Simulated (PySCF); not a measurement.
## Adding and removing an electron: InPb

UHF; In def2-SVP with ECP28, Pb def2-SVP with ECP60; scalar-relativistic core potentials (PySCF 2.14). Neutral (UHF): quartet (σ ↑, π ↑↑), Re = 2.991 Å, ωe = 116 cm⁻¹, De = 1.12 eV, HOMO -6.52 eV, LUMO 0.30 eV.

InPb⁺ (UHF): triplet (σ ↑, π ↑), Re = 3.496 Å, ωe = 62.9 cm⁻¹. The energies at the minima are -381.08097 hartree for InPb and -380.87032 for InPb⁺.

Problem. Work out the adiabatic ionisation energy, without and with harmonic zero-point energies (1 hartree = 27.2114 eV, 1 eV = 8065.5 cm⁻¹), and the change of the bond length.

Solution. At UHF: 0.21065 hartree = 5.732 eV between the minima; the zero-point term (62.9 − 116.0)/2 cm⁻¹ = -0.003 eV makes it 5.729 eV. Re changes by +50.5 pm against the neutral. The electron leaves a π orbital, and the ion is left as a loose complex of an ion and an atom.

Spin–orbit coupling is left out, which matters for elements this heavy, above all for dissociation energies. Hartree–Fock leaves out correlation, which carries a large part of most bond energies and some tenths to 1 eV of ionisation energies. States were picked by a PBE0 search and need not be the measured ground states.
